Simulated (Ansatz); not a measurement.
Reaction (atomization): `CBOCO` → B• + 2 C• + 7 H• + 2 O•

Computed with Ansatz on PBE0-D4/def2-TZVP structures; ΔE is electronic, products minus reactants. CCSD(T)/CBS is the MP2 limit (def2-TZVPP, def2-QZVPP) plus CCSD(T) − MP2 in def2-TZVPP, frozen cores. This one scheme is used for every species, atoms too. DFT in def2-TZVPP. B3LYP here is the variant with VWN-RPA as its local correlation; programs differ in this. Open shells (•) are unrestricted, without spin–orbit coupling. Spin–orbit coupling would lower the free atoms: a little for B, C, O. Each species was taken in one conformer, which may not be the lowest.

(1) What is ΔE at CCSD(T)/CBS? (An estimate is asked.)

(2) What do these levels give: revPBE-D4, B3LYP-D4, BHLYP-D4, ωB97X-V, BHLYP, SCS-MP2/def2-QZVPP? (An estimate is asked.)

(3) What do rigid-rotor, harmonic-oscillator terms from PBE0-D4/def2-TZVP frequencies (298.15 K, 1 bar) make of the CCSD(T)/CBS value? (An estimate is asked.)

Largest T1 diagnostic among the species: 0.014.

Answers

(1) Computed: +49.00 eV.

(2) Computed: revPBE-D4 48.78, B3LYP-D4 49.08, BHLYP-D4 47.58, ωB97X-V 49.09, BHLYP 47.39, SCS-MP2/def2-QZVPP 49.20 eV.

(3) Ansatz gave: ΔZPE = -2.66 eV, ΔH = +46.90 eV, ΔS = 1261 J/(mol·K), ΔG = +43.01 eV. Open shells count their whole term as degenerate.

The D4 term adds +0.28 eV with B3LYP and +0.15 eV with PBE0; it sums over pairs of atoms, weighted by their polarisabilities, and B3LYP, whose exchange is more repulsive, gets the larger term. From BLYP to BHLYP (50 % exact exchange), in def2-TZVPP and without D4, ΔE moves by −1.26 eV: exact exchange takes away binding that semilocal exchange gives to molecules. In def2-TZVPP, CCSD(T) changes the Hartree–Fock value by +11.74 eV (the triples alone add +0.67 eV) and MP2 by +12.65 eV; breaking electron pairs costs correlation energy, which Hartree–Fock lacks.

For atomizations the MP2-based limit and the directly extrapolated one differ by several kJ/mol either way, and by 10 to 25 for some Ge, Se and Sn compounds, so smaller differences from it don't rank the levels.
